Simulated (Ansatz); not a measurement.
Li2Al2⁺. Total charge 1; doublet. Geometry PBE-D4/def2-TZVP.

```xyz
4

Al   -1.117    0.389    0.549
Al    1.117   -0.384   -0.552
Li   -3.407    1.177    1.688
Li    3.407   -1.182   -1.685
```

HSE06 is defined as in plane-wave codes, on full-range PBE exchange. At r2SCAN-D4/def2-TZVP, r2SCAN0-D4/def2-TZVP the charge 1 doublet is spin-contaminated (final ⟨S²⟩ up to 1.12, 0.75 for a pure state). Another isomer (doublet) lies 0.04 eV lower at PBE-D4/def2-TZVP; other spin states weren't run for this one.

Problem. Estimate the α-spin orbital energies around the gap (eV) in Ansatz with PBE-D4/def2-TZVP, r2SCAN-D4/def2-TZVP, PBE0-D4/def2-TZVP, r2SCAN0-D4/def2-TZVP, HSE06-D4/def2-TZVP.

Solution. 
```json
{"orbital": "HOMO−9", "PBE-D4/def2-TZVP": "-72.09", "r2SCAN-D4/def2-TZVP": "-73.81", "PBE0-D4/def2-TZVP": "-76.86", "r2SCAN0-D4/def2-TZVP": "-78.10", "HSE06-D4/def2-TZVP": "-76.45"}
{"orbital": "HOMO−8", "PBE-D4/def2-TZVP": "-72.09", "r2SCAN-D4/def2-TZVP": "-73.81", "PBE0-D4/def2-TZVP": "-76.86", "r2SCAN0-D4/def2-TZVP": "-78.10", "HSE06-D4/def2-TZVP": "-76.45"}
{"orbital": "HOMO−7", "PBE-D4/def2-TZVP": "-71.91", "r2SCAN-D4/def2-TZVP": "-73.63", "PBE0-D4/def2-TZVP": "-76.68", "r2SCAN0-D4/def2-TZVP": "-77.93", "HSE06-D4/def2-TZVP": "-76.27"}
{"orbital": "HOMO−6", "PBE-D4/def2-TZVP": "-71.89", "r2SCAN-D4/def2-TZVP": "-73.62", "PBE0-D4/def2-TZVP": "-76.66", "r2SCAN0-D4/def2-TZVP": "-77.91", "HSE06-D4/def2-TZVP": "-76.26"}
{"orbital": "HOMO−5", "PBE-D4/def2-TZVP": "-55.61", "r2SCAN-D4/def2-TZVP": "-57.38", "PBE0-D4/def2-TZVP": "-59.72", "r2SCAN0-D4/def2-TZVP": "-61.02", "HSE06-D4/def2-TZVP": "-59.29"}
{"orbital": "HOMO−4", "PBE-D4/def2-TZVP": "-55.61", "r2SCAN-D4/def2-TZVP": "-57.38", "PBE0-D4/def2-TZVP": "-59.72", "r2SCAN0-D4/def2-TZVP": "-61.02", "HSE06-D4/def2-TZVP": "-59.29"}
{"orbital": "HOMO−3", "PBE-D4/def2-TZVP": "-12.28", "r2SCAN-D4/def2-TZVP": "-12.51", "PBE0-D4/def2-TZVP": "-13.55", "r2SCAN0-D4/def2-TZVP": "-13.67", "HSE06-D4/def2-TZVP": "-13.14"}
{"orbital": "HOMO−2", "PBE-D4/def2-TZVP": "-10.05", "r2SCAN-D4/def2-TZVP": "-10.17", "PBE0-D4/def2-TZVP": "-10.99", "r2SCAN0-D4/def2-TZVP": "-11.07", "HSE06-D4/def2-TZVP": "-10.60"}
{"orbital": "HOMO−1", "PBE-D4/def2-TZVP": "-7.53", "r2SCAN-D4/def2-TZVP": "-7.66", "PBE0-D4/def2-TZVP": "-8.22", "r2SCAN0-D4/def2-TZVP": "-8.32", "HSE06-D4/def2-TZVP": "-7.86"}
{"orbital": "HOMO", "PBE-D4/def2-TZVP": "-6.89", "r2SCAN-D4/def2-TZVP": "-7.05", "PBE0-D4/def2-TZVP": "-7.51", "r2SCAN0-D4/def2-TZVP": "-7.62", "HSE06-D4/def2-TZVP": "-7.15"}
{"orbital": "LUMO", "PBE-D4/def2-TZVP": "-6.65", "r2SCAN-D4/def2-TZVP": "-6.32", "PBE0-D4/def2-TZVP": "-5.89", "r2SCAN0-D4/def2-TZVP": "-5.68", "HSE06-D4/def2-TZVP": "-6.26"}
{"orbital": "LUMO+1", "PBE-D4/def2-TZVP": "-5.31", "r2SCAN-D4/def2-TZVP": "-5.23", "PBE0-D4/def2-TZVP": "-4.74", "r2SCAN0-D4/def2-TZVP": "-4.70", "HSE06-D4/def2-TZVP": "-5.08"}
{"orbital": "LUMO+2", "PBE-D4/def2-TZVP": "-5.18", "r2SCAN-D4/def2-TZVP": "-4.86", "PBE0-D4/def2-TZVP": "-4.44", "r2SCAN0-D4/def2-TZVP": "-4.27", "HSE06-D4/def2-TZVP": "-4.80"}
{"orbital": "LUMO+3", "PBE-D4/def2-TZVP": "-5.01", "r2SCAN-D4/def2-TZVP": "-4.28", "PBE0-D4/def2-TZVP": "-4.43", "r2SCAN0-D4/def2-TZVP": "-3.97", "HSE06-D4/def2-TZVP": "-4.75"}
{"orbital": "LUMO+4", "PBE-D4/def2-TZVP": "-4.51", "r2SCAN-D4/def2-TZVP": "-3.61", "PBE0-D4/def2-TZVP": "-3.95", "r2SCAN0-D4/def2-TZVP": "-3.41", "HSE06-D4/def2-TZVP": "-4.26"}
{"orbital": "LUMO+5", "PBE-D4/def2-TZVP": "-3.53", "r2SCAN-D4/def2-TZVP": "-2.91", "PBE0-D4/def2-TZVP": "-2.91", "r2SCAN0-D4/def2-TZVP": "-2.54", "HSE06-D4/def2-TZVP": "-3.25"}
{"orbital": "β HOMO", "PBE-D4/def2-TZVP": "-7.42", "r2SCAN-D4/def2-TZVP": "-7.60", "PBE0-D4/def2-TZVP": "-8.13", "r2SCAN0-D4/def2-TZVP": "-8.28", "HSE06-D4/def2-TZVP": "-7.77"}
{"orbital": "β LUMO", "PBE-D4/def2-TZVP": "-6.49", "r2SCAN-D4/def2-TZVP": "-6.21", "PBE0-D4/def2-TZVP": "-5.73", "r2SCAN0-D4/def2-TZVP": "-5.56", "HSE06-D4/def2-TZVP": "-6.10"}
```
